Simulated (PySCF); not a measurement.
Compound: 2,5-dimethylpyrrole, C6H9N.
SMILES with atom numbers: `[CH3:1][c:2]1[cH:3][cH:4][c:5]([CH3:6])[nH:7]1` (hydrogens: H8, H9, H10 on C1; H11 on C3; H12 on C4; H13, H14, H15 on C6; H16 on N7)

Theory: PBE0-D3(BJ)/def2-TZVP geometry optimisation, gas phase in PySCF 2.14.0.

(1) List the bond lengths and angles at this level.

Answers

(1) 
| bond | length (Å) | order |
| --- | --- | --- |
| C1–C2, C5–C6 | 1.484 | single |
| C2–C3, C4–C5 | 1.371 | aromatic |
| C3–C4 | 1.420 | aromatic |
| C2–N7, C5–N7 | 1.370 | aromatic |
| C1–H8 and 5 like bonds | 1.093 | single |
| C3–H11, C4–H12 | 1.079 | single |
| N7–H16 | 1.004 | single |

Bonds in one row agree within 0.01 Å and their mean is given. Orders are formal, as drawn. A selection of angles:
| angle | degrees |
| --- | --- |
| C2–C1–H8 | 109.7 |
| C2–C1–H9 | 112.1 |
| H8–C1–H9 | 107.6 |
| C1–C2–C3 | 131.3 |
| C1–C2–N7 | 122.0 |
| C3–C2–N7 | 106.7 |
| C2–C3–C4 | 107.8 |
| C2–C3–H11 | 125.2 |
| C4–C3–H11 | 127.0 |
| C5–N7–H16 | 124.5 |
| C2–N7–C5 | 111.0 |

The 7 heavy atoms lie in one plane (0.002 Å rms). The 5-membered ring C2–C3–C4–C5–N7 has internal angles of 106.7° to 111.0° (sum 540°, against 540° for a flat polygon); it is planar, 0.00 Å rms from its mean plane, widest ring torsion 0°. The C–C distances run from 1.371 Å (C2–C3, aromatic) to 1.484 Å (C5–C6, drawn single), a spread of 0.113 Å. N7 (pyrrole-type nitrogen) is planar (angles 124.5°, 124.5° and 111.0°, sum 360.0°, 0.01 Å off the plane of its three neighbours).

No frequency check.

Time: 2.3 min; peak memory 1.3 GiB. Hardware: one thread, AMD EPYC 9R45 (x86_64), no GPU, shared host with 96 logical CPUs at a one-minute load of 59. These figures are those of the optimisation.
